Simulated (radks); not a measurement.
Tb XLVII, configuration [Ar] 3d1. Calculated with a radial shooting solver on a logarithmic mesh with Libxc functionals: Dirac Kohn-Sham, PBE, spin-unpolarised, spherical densities, finite nucleus; open shells are shared between the two j in proportion to 2j + 1; Fermi nuclear charge, rms radius 5.06 fm.

Normalised radial functions P(r) = r R(r) (large component), r in bohr:

| r | 2p3/2 | 3p3/2 |
|---|---|---|
| 0.0009576 | 0.0069 | 0.0038 |
| 0.001071 | 0.0085 | 0.0047 |
| 0.001188 | 0.0104 | 0.0057 |
| 0.001329 | 0.0128 | 0.0070 |
| 0.001487 | 0.0159 | 0.0087 |
| 0.00165 | 0.0193 | 0.0106 |
| 0.001845 | 0.0239 | 0.0131 |
| 0.002048 | 0.0290 | 0.0159 |
| 0.00229 | 0.0358 | 0.0196 |
| 0.002541 | 0.0434 | 0.0238 |
| 0.002842 | 0.0535 | 0.0293 |
| 0.003179 | 0.0658 | 0.0360 |
| 0.003528 | 0.0796 | 0.0436 |
| 0.003946 | 0.0976 | 0.0534 |
| 0.004378 | 0.1178 | 0.0645 |
| 0.004897 | 0.1441 | 0.0788 |
| 0.005477 | 0.1758 | 0.0961 |
| 0.006078 | 0.2110 | 0.1153 |
| 0.006798 | 0.2564 | 0.1399 |
| 0.007543 | 0.3064 | 0.1671 |
| 0.008437 | 0.3701 | 0.2016 |
| 0.009437 | 0.4457 | 0.2425 |
| 0.01047 | 0.5278 | 0.2867 |
| 0.01171 | 0.6307 | 0.3419 |
| 0.013 | 0.7411 | 0.4009 |
| 0.01454 | 0.8774 | 0.4732 |
| 0.01613 | 1.0211 | 0.5489 |
| 0.01804 | 1.1951 | 0.6395 |
| 0.02018 | 1.3889 | 0.7389 |
| 0.02239 | 1.5859 | 0.8382 |
| 0.02504 | 1.8143 | 0.9502 |
| 0.02779 | 2.0383 | 1.0561 |
| 0.03108 | 2.2871 | 1.1677 |
| 0.03477 | 2.5363 | 1.2702 |
| 0.03858 | 2.7597 | 1.3502 |
| 0.04315 | 2.9804 | 1.4107 |
| 0.04788 | 3.1556 | 1.4333 |
| 0.05355 | 3.2989 | 1.4100 |
| 0.05942 | 3.3778 | 1.3338 |
| 0.06646 | 3.3927 | 1.1829 |
| 0.07434 | 3.3264 | 0.9530 |
| 0.08249 | 3.1883 | 0.6667 |
| 0.09226 | 2.9599 | 0.2843 |
| 0.1024 | 2.6821 | -0.1282 |
| 0.1145 | 2.3286 | -0.6122 |
| 0.1281 | 1.9414 | -1.1055 |
| 0.1421 | 1.5752 | -1.5369 |
| 0.159 | 1.1988 | -1.9318 |
| 0.1764 | 0.8856 | -2.1990 |
| 0.1973 | 0.6023 | -2.3495 |
| 0.2207 | 0.3826 | -2.3431 |
| 0.2448 | 0.2345 | -2.2016 |
| 0.2739 | 0.1276 | -1.9293 |
| 0.3039 | 0.0666 | -1.6030 |
| 0.3399 | 0.0299 | -1.2225 |
| 0.3771 | 0.0128 | -0.8853 |
| 0.4218 | 0.0045 | -0.5753 |
| 0.4718 | 0.0014 | -0.3399 |
| 0.5236 | 0.0004 | -0.1898 |
| 0.5856 | 0.0001 | -0.0906 |
| 0.6498 | 0.0000 | -0.0406 |
| 0.7268 | 0.0000 | -0.0149 |

2p3/2: eigenvalue -10239.2 eV, 0 radial nodes, <r> = 0.0820 bohr, 90 % of the charge inside 0.133 bohr. 3p3/2: eigenvalue -3983.4 eV, 1 radial node at r = 0.0992 bohr, <r> = 0.221 bohr, 90 % of the charge inside 0.328 bohr.
